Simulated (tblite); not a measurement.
A geometry optimisation, step by step.

C6H11BO2Si.
Bonds: C1–O2, O2–C3, C3–C4 (double), C4–C5, C5–C6 (double), C6–C7, C6–Si8, Si8–O9, O9–B10, C3–B10. Hydrogens: H11, H12, H13 on C1; H14 on C4; H15 on C5; H16, H17, H18 on C7; H19, H20 on Si8; H21 on B10.

Computed with GFN2-xTB (tblite), gas phase: L-BFGS steps from a force-field or distance-geometry start until the largest atomic force falls under 0.01 eV/Å. 9 of its 142 geometries are shown.

Step 0: E = -804.2706 eV, largest atomic force 3.414 eV/Å
```
atom  x, y, z in Å  |  force x, y, z in eV/Å
C1      3.640    0.129   -0.143   -0.510  -0.530  -0.343
O2      2.583    0.733    0.599    1.453   0.922   0.574
C3      1.255    0.603    0.242   -0.328   1.248  -0.562
C4      0.760   -0.589    0.499   -0.888  -3.008   0.872
C5     -0.543   -1.206    0.326    0.925   1.273  -0.127
C6     -1.681   -0.537    0.114   -0.383  -0.982   0.215
C7     -2.861   -1.447   -0.048   -0.252  -0.637  -0.306
Si8    -2.007    1.275    0.012    0.023   1.373  -0.839
O9     -0.805    2.037   -0.902    1.354  -1.589   2.701
B10     0.534    1.829   -0.399   -0.649   1.156  -2.210
H11     4.630    0.338    0.308   -0.847   0.223   0.006
H12     3.539   -0.981   -0.196   -0.081   0.452   0.072
H13     3.603    0.514   -1.170    0.218  -0.030   0.025
H14     1.485   -1.274    0.961   -0.141  -0.086  -0.279
H15    -0.598   -2.281    0.346    0.292  -0.187   0.154
H16    -3.019   -2.030    0.903   -0.180   0.608  -1.087
H17    -2.577   -2.142   -0.867   -0.490   0.063   0.590
H18    -3.751   -0.901   -0.387    0.180  -0.384   0.516
H19    -2.208    1.885    1.343    0.231  -0.036  -0.127
H20    -3.292    1.425   -0.713    0.451   0.163  -0.089
H21     1.305    2.638   -0.830   -0.378  -0.013   0.246
```

Step 18: E = -805.2752 eV, largest atomic force 0.153 eV/Å
```
atom  x, y, z in Å  |  force x, y, z in eV/Å
C1      3.600    0.152   -0.160    0.013  -0.003   0.003
O2      2.635    0.848    0.590   -0.004  -0.027   0.004
C3      1.294    0.629    0.235    0.039  -0.027   0.014
C4      0.782   -0.591    0.522   -0.020  -0.044  -0.029
C5     -0.518   -1.177    0.309   -0.075   0.035  -0.048
C6     -1.729   -0.617    0.114   -0.004   0.122   0.018
C7     -2.921   -1.523   -0.072    0.080   0.055   0.022
Si8    -2.011    1.251    0.067   -0.086   0.056   0.026
O9     -0.698    1.977   -0.550   -0.021  -0.023   0.045
B10     0.617    1.844   -0.482   -0.005  -0.013   0.024
H11     4.563    0.366    0.299    0.025   0.043   0.065
H12     3.441   -0.931   -0.152   -0.042  -0.022  -0.026
H13     3.618    0.505   -1.197   -0.044  -0.025  -0.039
H14     1.484   -1.305    0.949    0.016   0.006   0.020
H15    -0.497   -2.265    0.350    0.043  -0.019   0.002
H16    -3.136   -2.060    0.852    0.006   0.021   0.007
H17    -2.724   -2.265   -0.846   -0.021   0.018   0.018
H18    -3.806   -0.952   -0.344    0.055  -0.046  -0.005
H19    -2.225    1.862    1.391   -0.043  -0.126  -0.076
H20    -3.062    1.600   -0.896    0.044  -0.017   0.023
H21     1.286    2.669   -0.979    0.043   0.035  -0.070
```

Step 35: E = -805.2896 eV, largest atomic force 0.032 eV/Å
```
atom  x, y, z in Å  |  force x, y, z in eV/Å
C1      3.603    0.145   -0.158   -0.008  -0.007  -0.001
O2      2.642    0.843    0.597    0.019   0.013   0.004
C3      1.303    0.628    0.235    0.021  -0.010   0.019
C4      0.789   -0.591    0.514   -0.004  -0.018  -0.006
C5     -0.513   -1.166    0.289   -0.002   0.003  -0.001
C6     -1.720   -0.599    0.098    0.000   0.010   0.000
C7     -2.906   -1.510   -0.066   -0.003  -0.001   0.008
Si8    -2.025    1.260    0.068   -0.026   0.008   0.016
O9     -0.692    2.004   -0.476   -0.021   0.008   0.003
B10     0.623    1.846   -0.474   -0.013  -0.011   0.007
H11     4.569    0.364    0.295   -0.017   0.011   0.000
H12     3.436   -0.937   -0.147    0.010  -0.011  -0.009
H13     3.602    0.491   -1.200    0.011  -0.014  -0.005
H14     1.484   -1.307    0.950    0.004   0.013  -0.013
H15    -0.494   -2.255    0.327    0.011  -0.006  -0.004
H16    -3.117   -2.018    0.875   -0.014  -0.006   0.021
H17    -2.715   -2.275   -0.817    0.009  -0.006   0.001
H18    -3.794   -0.953   -0.350   -0.002   0.009  -0.022
H19    -2.329    1.783    1.405   -0.003   0.003  -0.023
H20    -3.036    1.621   -0.930    0.012  -0.007   0.004
H21     1.281    2.642   -1.035    0.016   0.020   0.001
```

Step 53: E = -805.3022 eV, largest atomic force 0.138 eV/Å
```
atom  x, y, z in Å  |  force x, y, z in eV/Å
C1      3.639    0.097   -0.178   -0.050  -0.013   0.001
O2      2.677    0.875    0.496    0.014   0.008  -0.027
C3      1.325    0.643    0.230    0.045  -0.034  -0.034
C4      0.826   -0.600    0.441   -0.035  -0.014   0.025
C5     -0.497   -1.148    0.265    0.029  -0.005  -0.060
C6     -1.718   -0.587    0.153    0.058   0.020  -0.074
C7     -2.899   -1.503   -0.028   -0.023  -0.047  -0.008
Si8    -2.079    1.260    0.100   -0.031   0.053   0.011
O9     -0.721    2.046   -0.300   -0.050  -0.007  -0.017
B10     0.591    1.900   -0.359   -0.013  -0.011   0.095
H11     4.607    0.365    0.247   -0.088   0.005  -0.008
H12     3.482   -0.980   -0.057    0.014   0.020   0.000
H13     3.635    0.339   -1.250    0.021  -0.052   0.037
H14     1.538   -1.363    0.761   -0.055   0.118  -0.040
H15    -0.478   -2.237    0.238    0.014  -0.016   0.048
H16    -3.285   -1.817    0.946    0.021   0.067  -0.119
H17    -2.615   -2.398   -0.586   -0.065   0.025   0.083
H18    -3.701   -0.995   -0.563    0.063  -0.083   0.088
H19    -2.570    1.841    1.358    0.074  -0.074  -0.058
H20    -2.985    1.539   -1.026    0.026   0.020   0.045
H21     1.220    2.739   -0.890    0.031   0.019   0.014
```

Step 70: E = -805.4266 eV, largest atomic force 0.220 eV/Å
```
atom  x, y, z in Å  |  force x, y, z in eV/Å
C1      3.639   -0.019   -0.184    0.013  -0.017   0.012
O2      2.680    0.962    0.150    0.028   0.001  -0.015
C3      1.323    0.717    0.085   -0.041   0.103   0.031
C4      0.850   -0.549    0.198    0.065  -0.015  -0.115
C5     -0.456   -1.144    0.162   -0.091   0.043  -0.041
C6     -1.690   -0.611    0.062   -0.034  -0.045   0.062
C7     -2.890   -1.515    0.043    0.103  -0.168   0.097
Si8    -2.108    1.222    0.029    0.120   0.078  -0.008
O9     -0.781    2.146   -0.132    0.057  -0.142  -0.008
B10     0.538    2.075   -0.122    0.020  -0.023   0.022
H11     4.594    0.366    0.172   -0.027   0.056  -0.044
H12     3.479   -1.002    0.271   -0.024   0.147   0.056
H13     3.676   -0.136   -1.273    0.016  -0.074   0.001
H14     1.600   -1.319    0.319    0.089  -0.077  -0.002
H15    -0.384   -2.231    0.222   -0.163   0.067  -0.018
H16    -3.525   -1.293    0.903   -0.011  -0.017  -0.103
H17    -2.618   -2.572    0.078    0.044   0.085   0.029
H18    -3.475   -1.349   -0.858   -0.062   0.074  -0.012
H19    -2.686    1.645    1.311   -0.065   0.021  -0.030
H20    -2.934    1.559   -1.139    0.036   0.022   0.056
H21     1.157    3.066   -0.297   -0.073  -0.119   0.031
```

Step 88: E = -805.5398 eV, largest atomic force 0.082 eV/Å
```
atom  x, y, z in Å  |  force x, y, z in eV/Å
C1      3.646   -0.035   -0.160   -0.018   0.033  -0.028
O2      2.675    0.985   -0.117    0.011   0.052   0.022
C3      1.331    0.713   -0.042   -0.006   0.023   0.027
C4      0.866   -0.562   -0.035   -0.030   0.047  -0.012
C5     -0.458   -1.117    0.065   -0.001  -0.030  -0.016
C6     -1.699   -0.588    0.083   -0.001  -0.007  -0.021
C7     -2.872   -1.531    0.119    0.015   0.036  -0.040
Si8    -2.129    1.241    0.032    0.025  -0.033   0.046
O9     -0.781    2.138    0.081    0.007  -0.040  -0.018
B10     0.533    2.070    0.050    0.013   0.037   0.002
H11     4.601    0.482   -0.060   -0.014  -0.032   0.005
H12     3.535   -0.750    0.663   -0.001   0.034  -0.012
H13     3.634   -0.568   -1.117   -0.065  -0.041   0.029
H14     1.610   -1.347   -0.116    0.030  -0.035   0.022
H15    -0.420   -2.203    0.119    0.008  -0.044  -0.026
H16    -3.649   -1.156    0.780   -0.004  -0.002   0.061
H17    -2.586   -2.534    0.432    0.012   0.035   0.002
H18    -3.309   -1.599   -0.878   -0.005   0.004  -0.004
H19    -2.878    1.655    1.226    0.006  -0.012  -0.022
H20    -2.798    1.646   -1.209   -0.021  -0.014  -0.024
H21     1.138    3.078    0.085    0.039  -0.012   0.009
```

Step 106: E = -805.5527 eV, largest atomic force 0.028 eV/Å
```
atom  x, y, z in Å  |  force x, y, z in eV/Å
C1      3.622   -0.038   -0.146    0.004  -0.001  -0.005
O2      2.675    1.000   -0.069   -0.004  -0.005  -0.007
C3      1.329    0.724   -0.021   -0.003  -0.002   0.008
C4      0.875   -0.556   -0.033   -0.017   0.017  -0.008
C5     -0.446   -1.125    0.030   -0.005   0.007  -0.003
C6     -1.683   -0.591    0.071   -0.009  -0.009   0.007
C7     -2.862   -1.524    0.123   -0.005  -0.007  -0.005
Si8    -2.118    1.234    0.023   -0.008   0.004  -0.013
O9     -0.782    2.149    0.047    0.006  -0.013   0.001
B10     0.533    2.082    0.050    0.009   0.005   0.002
H11     4.592    0.456   -0.146    0.016   0.007  -0.008
H12     3.560   -0.710    0.716    0.009  -0.005   0.010
H13     3.513   -0.618   -1.069    0.003  -0.010   0.004
H14     1.626   -1.337   -0.088    0.004   0.005   0.001
H15    -0.406   -2.213    0.042    0.007   0.012   0.024
H16    -3.607   -1.159    0.827    0.008  -0.006   0.017
H17    -2.571   -2.534    0.407    0.005   0.000  -0.017
H18    -3.338   -1.566   -0.857   -0.018   0.002  -0.011
H19    -2.861    1.657    1.216   -0.005  -0.012  -0.012
H20    -2.803    1.599   -1.224   -0.002   0.012   0.013
H21     1.145    3.085    0.102    0.006  -0.001  -0.001
```

Step 123: E = -805.5575 eV, largest atomic force 0.041 eV/Å
```
atom  x, y, z in Å  |  force x, y, z in eV/Å
C1      3.627   -0.040   -0.141   -0.006  -0.016  -0.017
O2      2.679    0.997   -0.047   -0.002  -0.016  -0.010
C3      1.333    0.724   -0.003    0.015  -0.002   0.005
C4      0.875   -0.555    0.003   -0.007   0.036  -0.019
C5     -0.449   -1.120    0.049    0.018  -0.001   0.021
C6     -1.690   -0.591    0.054    0.021  -0.010   0.014
C7     -2.864   -1.528    0.105    0.014   0.008  -0.007
Si8    -2.121    1.236    0.003   -0.025  -0.020  -0.004
O9     -0.780    2.143    0.016   -0.011  -0.009   0.016
B10     0.535    2.082    0.034   -0.006   0.011  -0.029
H11     4.595    0.454   -0.210    0.000   0.021   0.007
H12     3.617   -0.687    0.742   -0.014   0.002   0.023
H13     3.472   -0.649   -1.038    0.004  -0.004  -0.013
H14     1.626   -1.338   -0.026   -0.010   0.012   0.010
H15    -0.404   -2.208    0.087   -0.013   0.000  -0.006
H16    -3.545   -1.240    0.904    0.008   0.006   0.001
H17    -2.554   -2.560    0.262   -0.003  -0.002  -0.004
H18    -3.422   -1.474   -0.829   -0.017   0.014  -0.009
H19    -2.856    1.652    1.204   -0.005   0.000   0.005
H20    -2.818    1.627   -1.229    0.011  -0.020   0.002
H21     1.137    3.091    0.059    0.030  -0.010   0.013
```

Step 141: E = -805.5599 eV, largest atomic force 0.009 eV/Å
```
atom  x, y, z in Å  |  force x, y, z in eV/Å
C1      3.626   -0.040   -0.144    0.000  -0.002  -0.002
O2      2.677    0.997   -0.077    0.000   0.001   0.002
C3      1.331    0.725   -0.013    0.000   0.002  -0.004
C4      0.875   -0.554    0.021    0.001  -0.002  -0.005
C5     -0.446   -1.123    0.069    0.006   0.002  -0.003
C6     -1.686   -0.594    0.060    0.003   0.000   0.004
C7     -2.866   -1.524    0.095   -0.001   0.001   0.000
Si8    -2.119    1.232    0.005   -0.007   0.002  -0.002
O9     -0.781    2.144    0.024   -0.004  -0.003   0.000
B10     0.535    2.083    0.022   -0.001  -0.006   0.007
H11     4.592    0.458   -0.222    0.003   0.000   0.006
H12     3.615   -0.663    0.757   -0.003   0.000  -0.002
H13     3.476   -0.672   -1.026   -0.001   0.000   0.004
H14     1.628   -1.335    0.009    0.001   0.000  -0.004
H15    -0.402   -2.211    0.107   -0.001   0.002   0.000
H16    -3.511   -1.283    0.939    0.004   0.001   0.004
H17    -2.563   -2.567    0.172    0.001  -0.001   0.000
H18    -3.462   -1.400   -0.809   -0.004  -0.001   0.001
H19    -2.865    1.653    1.198    0.003   0.001   0.000
H20    -2.809    1.602   -1.236    0.002   0.001  -0.002
H21     1.144    3.088    0.049    0.001   0.005  -0.003
```

Question: Summarise the path.

Answer: The energy falls by 124.39 kJ/mol from step 0 to step 141; nine tenths of that is first reached at step 71. It rises by more than 0.2 meV at step 56. The largest force goes from 3.414 to 0.009 eV/Å. Among the bonds O9–B10 changes most, from 1.446 to 1.317 Å; the atoms move by 0.708 Å rms after alignment.

Question: Follow the three bonds and two angles with the largest change from start to end.

Answer: 
| step | E above end (kJ/mol) | largest force (eV/Å) | O9–B10 (Å) | Si8–O9 (Å) | C3=C4 (Å) | Si8–O9–B10 (°) | C3–B10–O9 (°) |
| --- | --- | --- | --- | --- | --- | --- | --- |
| 0 | 124.39 | 3.414 | 1.446 | 1.691 | 1.316 | 113.9 | 133.2 |
| 6 | 39.68 | 0.441 | 1.335 | 1.626 | 1.354 | 136.7 | 122.7 |
| 12 | 29.84 | 0.226 | 1.324 | 1.619 | 1.355 | 138.5 | 122.0 |
| 18 | 27.46 | 0.153 | 1.324 | 1.622 | 1.354 | 137.7 | 122.1 |
| 25 | 26.42 | 0.066 | 1.324 | 1.621 | 1.353 | 139.0 | 121.6 |
| 31 | 26.14 | 0.035 | 1.325 | 1.621 | 1.353 | 139.4 | 121.7 |
| 37 | 26.04 | 0.031 | 1.324 | 1.621 | 1.353 | 139.6 | 121.9 |
| 43 | 25.89 | 0.070 | 1.324 | 1.621 | 1.353 | 139.8 | 122.0 |
| 49 | 25.37 | 0.089 | 1.323 | 1.620 | 1.353 | 141.1 | 122.6 |
| 55 | 24.42 | 0.156 | 1.319 | 1.617 | 1.355 | 142.6 | 122.2 |
| 61 | 20.50 | 0.643 | 1.319 | 1.619 | 1.358 | 142.9 | 122.3 |
| 67 | 14.87 | 0.309 | 1.320 | 1.616 | 1.359 | 142.9 | 121.9 |
| 74 | 9.12 | 0.228 | 1.316 | 1.616 | 1.359 | 143.0 | 123.7 |
| 80 | 5.08 | 0.226 | 1.318 | 1.619 | 1.360 | 145.6 | 122.4 |
| 86 | 2.25 | 0.093 | 1.316 | 1.619 | 1.357 | 143.9 | 123.1 |
| 92 | 1.48 | 0.060 | 1.318 | 1.621 | 1.358 | 142.5 | 123.4 |
| 98 | 1.05 | 0.051 | 1.316 | 1.619 | 1.358 | 142.9 | 123.1 |
| 104 | 0.73 | 0.044 | 1.317 | 1.620 | 1.358 | 142.6 | 123.2 |
| 110 | 0.60 | 0.062 | 1.317 | 1.620 | 1.358 | 143.1 | 123.0 |
| 116 | 0.40 | 0.035 | 1.317 | 1.620 | 1.358 | 143.6 | 122.9 |
| 123 | 0.22 | 0.041 | 1.317 | 1.619 | 1.358 | 143.2 | 123.1 |
| 129 | 0.11 | 0.023 | 1.317 | 1.619 | 1.358 | 143.2 | 123.1 |
| 135 | 0.02 | 0.023 | 1.317 | 1.620 | 1.358 | 143.0 | 123.1 |
| 141 | 0.00 | 0.009 | 1.317 | 1.620 | 1.358 | 143.0 | 123.1 |

The cost below is that of the whole relaxation. The run took 1.1 s wall on Arm Neoverse V2, one thread, no GPU, shared host with 96 logical CPUs at a one-minute load of 27.
